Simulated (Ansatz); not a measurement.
Born–Oppenheimer molecular dynamics of BrF$_{3}$H$_{2}$OSi (8 atoms, charge 0, multiplicity 1). It starts at the highest image of a converged band, a first-order saddle point between two minima.

Method: Ansatz 0.2.0, RKS B3LYP-D4/def2-SVP.

| Property | Result |
| --- | --- |
| ensemble | NVE (velocity Verlet) |
| time step | 0.5 fs |
| steps asked | 200 |
| starting velocities drawn for | 100 K |
| seed | 5678 |

First frame:

```xyz
8
Properties=species:S:1:pos:R:3
Si -0.479 -0.180 -0.507
Br 2.190 -0.710 -0.350
F -0.715 -1.750 -0.656
F -0.135 0.670 -1.813
F -1.971 0.354 -0.171
H 1.259 0.165 0.898
O 0.152 0.389 1.029
H -0.301 1.062 1.570
```

(1) How far do the bonds stretch over the last three quarters of this one trajectory? (Pairs bonded in most of those frames.)

Answers

(1) 
| bond | mean (Å) | spread (Å) | shortest | longest |
| --- | --- | --- | --- | --- |
| Si1–Br2 | 2.417 | 0.179 | 2.18 | 2.69 |
| Si1–F3 | 1.608 | 0.009 | 1.60 | 1.63 |
| Si1–F4 | 1.613 | 0.013 | 1.59 | 1.63 |
| Si1–F5 | 1.643 | 0.016 | 1.61 | 1.67 |
| Si1–O7 | 1.919 | 0.105 | 1.79 | 2.14 |
| H6–O7 | 0.994 | 0.034 | 0.95 | 1.09 |
| O7–H8 | 0.974 | 0.006 | 0.96 | 0.98 |

Mean temperature of the second half: 295 K. The conserved energy stayed within 0.021 meV per atom of its start (net change 0.0061 meV per atom), so the integration is sound. The kinetic energy rose, since the run started high on the potential surface and went downhill. A run of 0.1 ps of so small a system gives no equilibrium averages. The orbitals stay closed-shell, which can raise the energy where a bond breaks towards radicals; this wasn't checked here.

Run time: 5.5 min on 2 threads of INTEL(R) XEON(R) PLATINUM 8581C CPU @ 2.30GHz (Emerald Rapids), with other jobs on the host, peak memory 0.33 GiB.
